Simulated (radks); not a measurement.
Problem. The table gives one normalised radial function P(r) = r R(r) (large component) of Pt4+ in [Xe] 4f14 5d5.75 6d0.25 (r in bohr). Method: Dirac Kohn-Sham, PBE, spin-unpolarised, spherical densities, finite nucleus; open shells are shared between the two j in proportion to 2j + 1; Fermi nuclear charge, rms radius 5.427 fm; computed with a radial shooting solver on a logarithmic mesh with Libxc functionals.

r	P
0.001903	0.0000
0.0026	0.0000
0.003523	0.0001
0.004814	0.0002
0.006576	0.0005
0.008984	0.0011
0.01227	0.0025
0.01663	0.0054
0.02272	0.0117
0.03104	0.0238
0.04241	0.0449
0.05794	0.0764
0.07853	0.1112
0.1073	0.1304
0.1466	0.0984
0.2002	-0.0056
0.2714	-0.1365
0.3707	-0.1909
0.5065	-0.0763
0.6919	0.1562
0.9452	0.3306
1.281	0.2833
1.75	-0.0170
2.391	-0.4139
3.266	-0.6228
4.462	-0.4828
6.048	-0.2015
8.262	-0.0363
11.29	-0.0023

Which n and l does it have? It may be an empty orbital.

Solution. n = 6, l = 2: the number of nodes gives n - l - 1 = 3, the rise at small r points to l (this Dirac orbital starts outside the nucleus as r^gamma with gamma = sqrt((l + 1)^2 - (Z/c)^2) = 2.95; the j = 5/2 orbital of l + 1 starts with the same power, but with a smaller coefficient, and then steepens), and the extent must fit the shell. The curve is that of 6d5/2; the two j differ most near the nucleus, where j = l - 1/2 has the larger amplitude, and in heavy atoms j = l - 1/2 is also the more compact. 6d5/2: eigenvalue -21.484 eV, 3 radial nodes at r = 0.198, 0.566, 1.73 bohr, <r> = 3.59 bohr, 90 % of the charge inside 5.11 bohr.
